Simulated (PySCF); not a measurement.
# Atomic charges against the basis set

Compound: C2H7AlClFO.
SMILES with atom numbers: `[CH3:1][O+:2]([CH2:3][F:4])[AlH2-:5][Cl:6]` (hydrogens: H7, H8, H9 on C1; H10, H11 on C3; H12, H13 on Al5)

PBE0 throughout (PySCF), one geometry, spherical d and f functions. One conformer (not necessarily the lowest) at the PBE0-D3(BJ)/def2-SVP geometry, without solvent, vibrations or thermal averaging. Atoms taken as equivalent share a column and are averaged. The first 7 of 9 kinds of atom are listed.

Mulliken charges (e):

| basis | functions | C1 | O2 | C3 | F4 | Al5 | Cl6 | H7/H8/H9 |
| --- | --- | --- | --- | --- | --- | --- | --- | --- |
| STO-3G | 45 | -0.136 | -0.219 | +0.076 | -0.086 | +0.806 | -0.514 | +0.118 |
| 6-31G | 76 | -0.257 | -0.644 | +0.253 | -0.303 | +0.717 | -0.455 | +0.222 |
| pcSseg-0 | 76 | -0.362 | -0.774 | +0.284 | -0.359 | +0.950 | -0.505 | +0.270 |
| 6-31G* | 106 | -0.309 | -0.521 | +0.258 | -0.303 | +0.450 | -0.371 | +0.221 |
| cc-pVDZ | 127 | +0.056 | -0.383 | +0.339 | -0.200 | +0.390 | -0.323 | +0.085 |
| def2-SVP | 127 | +0.100 | -0.484 | +0.412 | -0.236 | +0.598 | -0.354 | +0.079 |
| aug-cc-pVDZ | 209 | +0.795 | -0.449 | +1.352 | -0.406 | -0.097 | -0.464 | -0.139 |
| 6-311+G(2d,p) | 220 | -0.327 | -0.331 | +0.136 | -0.268 | +0.596 | -0.426 | +0.188 |
| def2-TZVP | 240 | -0.251 | -0.144 | +0.130 | -0.192 | +0.335 | -0.348 | +0.159 |
| cc-pVTZ | 286 | -0.147 | -0.158 | +0.228 | -0.182 | +0.318 | -0.312 | +0.125 |
| IGLO-III | 298 | -0.258 | -0.166 | +0.145 | -0.229 | +0.944 | -0.463 | +0.140 |
| pcSseg-2 | 328 | +0.162 | -0.476 | +0.475 | -0.259 | +0.804 | -0.439 | +0.059 |

IAO charges (e):

| basis | functions | C1 | O2 | C3 | F4 | Al5 | Cl6 | H7/H8/H9 |
| --- | --- | --- | --- | --- | --- | --- | --- | --- |
| STO-3G | 45 | -0.247 | -0.221 | +0.053 | -0.117 | +0.818 | -0.438 | +0.157 |
| 6-31G | 76 | -0.253 | -0.308 | +0.179 | -0.272 | +0.566 | -0.397 | +0.179 |
| pcSseg-0 | 76 | -0.230 | -0.320 | +0.198 | -0.265 | +0.582 | -0.395 | +0.174 |
| 6-31G* | 106 | -0.219 | -0.324 | +0.234 | -0.284 | +0.641 | -0.413 | +0.168 |
| cc-pVDZ | 127 | -0.217 | -0.320 | +0.231 | -0.286 | +0.639 | -0.409 | +0.167 |
| def2-SVP | 127 | -0.208 | -0.317 | +0.236 | -0.287 | +0.654 | -0.403 | +0.164 |
| aug-cc-pVDZ | 209 | -0.227 | -0.319 | +0.230 | -0.301 | +0.649 | -0.415 | +0.171 |
| 6-311+G(2d,p) | 220 | -0.228 | -0.323 | +0.229 | -0.302 | +0.665 | -0.417 | +0.172 |
| def2-TZVP | 240 | -0.226 | -0.325 | +0.235 | -0.301 | +0.674 | -0.419 | +0.171 |
| cc-pVTZ | 286 | -0.227 | -0.324 | +0.234 | -0.299 | +0.666 | -0.418 | +0.171 |
| IGLO-III | 298 | -0.228 | -0.324 | +0.231 | -0.302 | +0.669 | -0.414 | +0.172 |
| pcSseg-2 | 328 | -0.226 | -0.325 | +0.234 | -0.302 | +0.672 | -0.418 | +0.171 |

Hirshfeld charges (e):

| basis | functions | C1 | O2 | C3 | F4 | Al5 | Cl6 | H7/H8/H9 |
| --- | --- | --- | --- | --- | --- | --- | --- | --- |
| STO-3G | 45 | +0.055 | -0.070 | +0.157 | -0.055 | +0.558 | -0.430 | +0.038 |
| 6-31G | 76 | +0.003 | -0.067 | +0.134 | -0.101 | +0.331 | -0.262 | +0.058 |
| pcSseg-0 | 76 | -0.005 | -0.037 | +0.130 | -0.095 | +0.352 | -0.249 | +0.053 |
| 6-31G* | 106 | +0.003 | -0.051 | +0.129 | -0.089 | +0.316 | -0.250 | +0.056 |
| cc-pVDZ | 127 | -0.014 | -0.035 | +0.116 | -0.081 | +0.335 | -0.235 | +0.054 |
| def2-SVP | 127 | -0.016 | -0.034 | +0.120 | -0.088 | +0.331 | -0.221 | +0.054 |
| aug-cc-pVDZ | 209 | -0.023 | -0.074 | +0.113 | -0.088 | +0.363 | -0.230 | +0.057 |
| 6-311+G(2d,p) | 220 | -0.015 | -0.073 | +0.118 | -0.092 | +0.359 | -0.233 | +0.057 |
| def2-TZVP | 240 | -0.018 | -0.062 | +0.116 | -0.088 | +0.347 | -0.229 | +0.057 |
| cc-pVTZ | 286 | -0.020 | -0.054 | +0.115 | -0.084 | +0.344 | -0.232 | +0.056 |
| IGLO-III | 298 | -0.025 | -0.068 | +0.113 | -0.089 | +0.346 | -0.213 | +0.056 |
| pcSseg-2 | 328 | -0.024 | -0.067 | +0.113 | -0.087 | +0.361 | -0.232 | +0.058 |

Some averages cover members that differ in this geometry, most widely: H7/H8/H9, Mulliken in aug-cc-pVDZ -0.284 to -0.048; H7/H8/H9, Mulliken in 6-31G +0.197 to +0.251; H7/H8/H9, Mulliken in 6-31G* +0.198 to +0.250; H7/H8/H9, Mulliken in cc-pVTZ +0.105 to +0.148 e.

**Question.** Which scheme is steadiest as the basis changes?

**Answer.** Largest range over the bases for any column: Hirshfeld 0.24 e, IAO 0.25 e, Mulliken 1.28 e. Hirshfeld and IAO charges move least and Mulliken charges most, counted in e. Without the minimal STO-3G basis the ranges are Hirshfeld 0.05, IAO 0.11, Mulliken 1.22 e.

**Question.** How much do the charges still move between the two largest bases, IGLO-III and pcSseg-2?

**Answer.** At most, over all atoms: Mulliken 0.420 e, IAO 0.004 e, Hirshfeld 0.019 e.

**Question.** What do the same runs give for the total energy, the frontier levels and the dipole moment?

**Answer.** 
| basis | energy (Eh) | HOMO (eV) | LUMO (eV) | μ (D) |
| --- | --- | --- | --- | --- |
| STO-3G | -946.3500 | -4.81 | 5.23 | 5.79 |
| 6-31G | -957.4919 | -7.74 | 0.25 | 5.54 |
| pcSseg-0 | -956.2540 | -7.81 | 0.32 | 5.67 |
| 6-31G* | -957.5941 | -7.63 | 0.45 | 5.17 |
| cc-pVDZ | -957.6505 | -7.59 | 0.44 | 4.97 |
| def2-SVP | -957.2286 | -7.58 | 0.53 | 4.94 |
| aug-cc-pVDZ | -957.6744 | -7.70 | -0.36 | 4.82 |
| 6-311+G(2d,p) | -957.7378 | -7.72 | -0.08 | 4.89 |
| def2-TZVP | -957.7666 | -7.68 | 0.24 | 4.85 |
| cc-pVTZ | -957.7645 | -7.67 | 0.25 | 4.88 |
| IGLO-III | -957.7654 | -7.65 | 0.23 | 4.70 |
| pcSseg-2 | -957.7804 | -7.72 | 0.06 | 4.94 |

The dipole is fixed by the density alone, so its range of 1.09 D shows that the density itself changes with the basis, not only its division among atoms.
